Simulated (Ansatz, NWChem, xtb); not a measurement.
**Ligand exchange: SnH4 + C2H2S → SnH3(SH) + C2H2**

Gas-phase species: SnH4 `[SnH4]`, singlet; C2H2S (ethynethiol) `C#CS`, singlet; SnH3(SH), singlet; C2H2 (acetylene) `C#C`, singlet. The partners trade H for SH: Sn–H and C–SH bonds give way to Sn–SH and C–H.

Shapes, held fixed at every level: PBE0-D4/def2-TZVP. Programs: Ansatz 0.2.0, NWChem 7.3.0, xtb 6.7.1. The zero-point and thermal change to 298 K, harmonic and unscaled (PBE0-D4/def2-TZVP), is +8.1 kJ/mol.

```tsv
level	kind	ΔH(298 K) (kJ/mol)	less CCSD(T)/def2-TZVPP
GFN2-xTB	semi-empirical	-70.4	+19.6
SPW92/def2-TZVPP	LDA	-66.6	+23.4
PBE0/def2-SVP	global hybrid	-80.3	+9.7
BHLYP-D4/def2-TZVPP	global hybrid	-92.9	-2.9
B2PLYP/def2-TZVPP	double hybrid	-88.2	+1.8
CCSD(T)/def2-SVP	coupled cluster or CI	-83.0	+7.0
CCSD/def2-SVP	coupled cluster or CI	-85.7	+4.3
CCSD/def2-TZVPP	coupled cluster or CI	-91.8	-1.8
CCSD(T)/def2-TZVPP	coupled cluster or CI	-90.0	0.0
```

The highest level, CCSD(T)/def2-TZVPP, gives ΔH(298 K) = -90.0 kJ/mol; the levels span -92.9 to -66.6. The column of differences is taken from that level and isn't an error. No measured value is set beside it here. For atoms past krypton def2 sets carry core potentials with scalar relativity. Outer-core shells of Sn are correlated, in sets that cover them unevenly.
